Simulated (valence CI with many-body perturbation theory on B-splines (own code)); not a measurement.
The numbers below are computed, except where a source is named.
# Hyperfine factors and g values of Hg⁶⁶⁺

Method: valence CI with perturbative core correlation (CI+MBPT): four valence electrons over a frozen Dirac-Fock core [Ne], radial functions for each j: 11 s, 11 p, 9 d, 7 f, 5 g, 2 h, 1 i, with the one-electron correlation potential Σ1 (screened to all orders), the two-electron term Σ2, the three-electron term Σ3, Breit, model QED; selected single and double excitations, second order for the rest (own B-spline code, finite nucleus).

No measured spectrum was set against this ion. As an estimate, large intervals hold to a few tenths of a per cent, small ones and those within an open d or f shell to about a per cent.

A/g_I is the dipole constant over the nuclear g factor μ/I (μ in nuclear magnetons, uniformly magnetised nucleus), B/Q the quadrupole constant per barn. Both hold the static response of the core; the bare values leave it out. Large factors of s and p1/2 electrons are usually good to 5 to 10 %; those of open d and f shells near neutrality can be off by tens of per cent, and small factors of p3/2, d and f electrons come from cancelling terms and can be off by a factor of two or in sign, in half-filled shells by more. B is blank for J = 1/2, where it vanishes, and for nearly pure S terms. Energies count from the lowest level. Levels with J = 0 are left out.

Levels are named by their leading jj configuration (3d3/2^4 stands for four electrons in 3d with j = 3/2), which in mixed levels can hold well under half, so a name can repeat and another be missing. Letters in brackets count levels of one name in rising energy.

| Level | E (eV) | g | A/g_I (MHz) | A/g_I bare | B/Q (MHz/b) | B/Q bare |
| --- | --- | --- | --- | --- | --- | --- |
| (3s^2 3p1/2 3p3/2) J=1 | 510.4 | 1.486 | -354000 | -343000 | 289000 | 286000 |
| (3s^2 3p1/2 3p3/2) J=2 | 520.5 | 1.156 | 920000 | 908000 | 545000 | 539000 |
| (3s 3p1/2^2 3p3/2) J=2 | 702.5 | 1.509 | 2250000 | 2210000 | 546000 | 540000 |
| (3s 3p1/2^2 3p3/2) J=1 | 731.9 | 1.048 | -1510000 | -1470000 | 285000 | 282000 |
| (3s^2 3p1/2 3d3/2) J=2 | 753.4 | 0.751 | 830000 | 821000 | 118000 | 120000 |
| (3s^2 3p1/2 3d3/2) J=1 | 803.6 | 0.884 | -763000 | -742000 | 98600 | 99100 |
| (3s^2 3p1/2 3d5/2) J=2 | 892.1 | 1.279 | -351000 | -340000 | 87500 | 89500 |
| (3s^2 3p1/2 3d5/2) J=3 | 893.7 | 1.100 | 523000 | 518000 | 94100 | 97000 |
| (3s 3p1/2^2 3d3/2) J=1 | 950.3 | 0.449 | -1890000 | -1850000 | 49700 | 51000 |
| (3s 3p1/2^2 3d3/2) J=2 | 958.6 | 1.115 | 2170000 | 2130000 | 96000 | 98600 |
| (3s^2 3p3/2^2) J=2 | 1039.0 | 1.311 | 289000 | 288000 | 32900 | 32500 |
| (3s 3p1/2^2 3d5/2) J=3 | 1083.6 | 1.336 | 1430000 | 1410000 | 91900 | 94700 |
| (3s 3p1/2^2 3d5/2) J=2 | 1099.1 | 1.028 | -1290000 | -1260000 | 72100 | 74700 |
| (3s 3p1/2 3p3/2^2) J=2 [a] | 1202.0 | 1.527 | 1430000 | 1410000 | 95300 | 94000 |
| (3s 3p1/2 3p3/2^2) J=3 | 1223.0 | 1.309 | 1980000 | 1940000 | 24200 | 24000 |
| (3s 3p1/2 3p3/2^2) J=2 [b] | 1250.8 | 1.084 | 227000 | 228000 | -23100 | -22600 |
| (3s 3p1/2 3p3/2^2) J=1 [a] | 1251.9 | 1.265 | 1530000 | 1510000 | -392000 | -387000 |
| (3s 3p1/2 3p3/2^2) J=1 [b] | 1264.8 | 1.332 | 1490000 | 1470000 | 315000 | 311000 |
| (3s^2 3p3/2 3d3/2) J=3 | 1304.9 | 1.074 | 274000 | 275000 | 640000 | 636000 |
| (3s^2 3p3/2 3d3/2) J=2 | 1311.6 | 1.055 | 9350 | 15200 | -39200 | -38800 |
| (3s^2 3p3/2 3d3/2) J=1 | 1311.7 | 1.114 | 351000 | 350000 | -285000 | -283000 |
| (3s^2 3p3/2 3d5/2) J=4 | 1395.1 | 1.235 | 145000 | 147000 | 704000 | 699000 |
| (3s^2 3p3/2 3d5/2) J=2 | 1406.5 | 1.219 | 96900 | 100000 | -373000 | -368000 |
| (3s 3p1/2 3p3/2 3d3/2) J=2 [a] | 1429.0 | 1.148 | 562000 | 557000 | -17600 | -17300 |
| (3s^2 3p3/2 3d5/2) J=3 | 1430.3 | 1.203 | 161000 | 163000 | -25600 | -22700 |
| (3s 3p1/2 3p3/2 3d3/2) J=1 [a] | 1438.8 | 1.119 | 802000 | 793000 | -263000 | -262000 |
| (3s^2 3p3/2 3d5/2) J=1 | 1442.0 | 1.070 | -42900 | -37100 | 94400 | 94400 |
| (3s 3p1/2 3p3/2 3d3/2) J=3 [a] | 1445.0 | 1.121 | 1280000 | 1260000 | 196000 | 195000 |
| (3p1/2^2 3p3/2^2) J=2 | 1452.7 | 1.200 | 764000 | 756000 | -48800 | -48800 |
| (3s 3p1/2 3p3/2 3d3/2) J=4 | 1464.2 | 1.146 | 1540000 | 1520000 | 568000 | 565000 |
| (3s 3p1/2 3p3/2 3d3/2) J=2 [b] | 1479.3 | 0.909 | 966000 | 952000 | -195000 | -192000 |
| (3s 3p1/2 3p3/2 3d3/2) J=3 [b] | 1487.2 | 1.236 | 1310000 | 1290000 | 495000 | 490000 |
| (3s 3p1/2 3p3/2 3d3/2) J=1 [b] | 1492.1 | 1.657 | 3220000 | 3170000 | 197000 | 195000 |
| (3s 3p1/2 3p3/2 3d3/2) J=2 [c] | 1495.5 | 1.350 | 1340000 | 1320000 | 194000 | 190000 |

Q: Take the isotope of mass number 199, with I = 1/2, μ = 0.5039 μN. What is the hyperfine structure of (3s 3p1/2^2 3p3/2) J=2?

A: From the table A = 2270000 MHz. Shifts from the centre of gravity in MHz: F = 3/2: -3400000, F = 5/2: 2270000.
